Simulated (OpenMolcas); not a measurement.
# Sn2+: effect of the active space

```yaml
Program: OpenMolcas
Method: SS-CASPT2 or its RAS form, IPEA 0.25 Eh, imaginary shift 0.1 Eh
Basis: ANO-RCC-VQZP
Scalar_Hamiltonian: DKH2, point nucleus
Spin-orbit_coupling: RASSI with atomic mean-field integrals over the reference wave functions, term energies averaged over their components
```

A. 2 electrons in 4 orbitals (5s 5p); 2S+1 = 3 even, 3 roots; 2S+1 = 1 even, 7 roots; 2S+1 = 3 odd, 3 roots; 2S+1 = 1 odd, 3 roots; closed shells correlated: 4d; CASPT2 step about 4 core-seconds
B. 2 electrons in 8 orbitals (5s 5p 6s 6p); 2S+1 = 3 even, 3 roots; 2S+1 = 1 even, 7 roots; 2S+1 = 3 odd, 3 roots; 2S+1 = 1 odd, 3 roots; closed shells correlated: 4d; CASPT2 step roughly 6 core-seconds
C. 2 electrons in 9 orbitals (RAS2 5s 5p; RAS3 5d, at most 2 electrons); 2S+1 = 3 even, 3 roots; 2S+1 = 1 even, 7 roots; 2S+1 = 3 odd, 3 roots; 2S+1 = 1 odd, 3 roots; closed shells correlated: 4d; CASPT2 step about 12 core-seconds

Energies in cm⁻¹ above 5s² ¹S₀, the measured ground level; measured values from Moore, Atomic Energy Levels, vol. III, NSRDS-NBS 35 (1971 reprint of NBS Circular 467, 1958).

```csv
Level,A,B,C,Measured
5s² ¹S₀,0.0,0.0,0.0,0.0
5s 5p ³P°₀,53290,53220,53920,53548
5s 5p ³P°₁,54670,54600,55280,55196
5s 5p ³P°₂,57890,57820,58500,59229
5s 5p ¹P°₁,78260,77890,78590,79911
5p² ³P₀,127400,127980,128000,127308
```

Deviations, from unrounded energies. A percentage is the sum of absolute deviations over the sum of measured energies, with the sign that they share, or ± where signs differ.

```json
{"Against measurement": "mean absolute deviation (cm-1)", "Levels": "5", "A": "770", "B": "1000", "C": "640"}
{"Against measurement": "other configurations (%)", "Levels": "5", "A": "±1.0", "B": "±1.3", "C": "±0.9"}
```

C lies closest to measurement on these levels and B furthest from it. The largest miss of C in the table is 5s 5p ¹P°₁, by -1300 cm-1. The ranking rests on the paired levels alone, and a cruder setting can come out closer through cancelling errors.

Among A to C the level of the table that moves most is 5s 5p ¹P°₁, by 700 cm-1 (lowest in B, highest in C). Moves below CASPT2's spread within the term are not significant.

Over all roots computed the reference weight is 0.89 to 0.94 in A, 0.86 to 0.94 in B; the roots of lowest weight are the least certain, and an intruder state may touch them. The ¹D term of p² mixes with s d, which this space lacks (holds for A; B). The run also gave levels led by 5s 6s, which use shells meant for correlation; these and all levels above them are left out (holds for B). Configurations are named by rounded mean occupations; where the s occupation lies near a half they are strongly mixed, a name can repeat and a true partner stay unpaired (holds for C). Active for correlation alone: 5d; no level in the range computed is led by a configuration that fills it, so any true level of that kind is missing (holds for C). Some terms mix strongly with configurations of 5d, whose occupation reaches 0.38 (5p² ¹D) (holds for C). Computed and measured levels are paired by configuration, term and J; levels that our copy of the source lacks, or whose pairing is in doubt (as where it misses far off the trend of its configuration), stay unpaired and out of the deviations. Only configurations of the active space appear. Levels that lie high or do not pair safely by name in every column are left out.

° marks odd parity.
